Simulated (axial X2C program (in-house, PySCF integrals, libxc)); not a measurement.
**Low determinants of CuC⁺ at the PBE0 level, with spin–orbit coupling**

Computed with an in-house relativistic program for diatomic molecules. Two-component (2c) means X2C with spin–orbit coupling and atomic mean-field two-electron Coulomb and Gaunt terms. Basis: Cu dyall-cv3z [9s9p6d3f2g], C dyall-v3z [7s6p2d1f] (cores contracted in-house); Gaussian nuclei, density fitting, unrestricted open shells. Masses: Cu 62.930 u, C 12.000 u.

Search at 1.820 Å (vertical energies from the lowest determinant):

```json
{"ΔE (eV)": "0.00", "state": "Ω = 2", "electrons beyond evenly filled partner blocks": "ω = 1/2, ω = 3/2", "electrons in ±ω = 1/2, 3/2, 5/2, 7/2": "23 9 2 0"}
{"ΔE (eV)": "0.33", "state": "Ω = 0", "electrons beyond evenly filled partner blocks": "none", "electrons in ±ω = 1/2, 3/2, 5/2, 7/2": "24 8 2 0"}
{"ΔE (eV)": "0.39", "state": "Ω = 1", "electrons beyond evenly filled partner blocks": "2 × ω = 1/2", "electrons in ±ω = 1/2, 3/2, 5/2, 7/2": "24 8 2 0"}
{"ΔE (eV)": "0.41", "state": "Ω = 1", "electrons beyond evenly filled partner blocks": "ω = -1/2, ω = 3/2", "electrons in ±ω = 1/2, 3/2, 5/2, 7/2": "23 9 2 0"}
{"ΔE (eV)": "2.39", "state": "Ω = 0", "electrons beyond evenly filled partner blocks": "none", "electrons in ±ω = 1/2, 3/2, 5/2, 7/2": "22 10 2 0"}
{"ΔE (eV)": "2.96", "state": "Ω = 4", "electrons beyond evenly filled partner blocks": "ω = 3/2, ω = 5/2", "electrons in ±ω = 1/2, 3/2, 5/2, 7/2": "24 9 1 0"}
{"ΔE (eV)": "2.96", "state": "Ω = 3", "electrons beyond evenly filled partner blocks": "2 × ω = 3/2", "electrons in ±ω = 1/2, 3/2, 5/2, 7/2": "24 8 2 0"}
```

Lowest determinant, Ω = 2 (⟨Sz⟩ = 1.00, ⟨Lz⟩ = 1.00 at PBE0): Re = 1.810 Å, ωe = 570.1 cm⁻¹.

The determinant in row 2 of the search, Ω = 0 (closed shell), was followed along the bond at PBE0; measured from the minimum of the lowest determinant it gives:

Te = 0.328 eV (2645 cm⁻¹), Re = 1.793 Å, ωe = 663.5 cm⁻¹.

Question: Compare the bond of the determinant in row 2 with that of the lowest one.

Answer: At PBE0 its Re is 0.017 Å shorter and its force constant, which goes as ωe², is 1.35 times that of the lowest determinant. T0 ≈ Te + Δωe/2 = 2645 + (47) = 2692 cm⁻¹.

The search compares states at one distance, so a state with another bond length can lie lower; it is not exhaustive and yields mostly the lowest determinant of each block pattern, so other components and higher states of one pattern are missing. These are energies of single determinants, not of spin-adapted states; PBE0 term energies can be off by some tenths of an eV, and the functional has no current term. Open-shell Ω = 0 determinants with evenly filled partner blocks cannot be reached by this program, so the Ω shown need not be the lowest component. The lowest determinant need not be the ground state where others lie within half an eV.
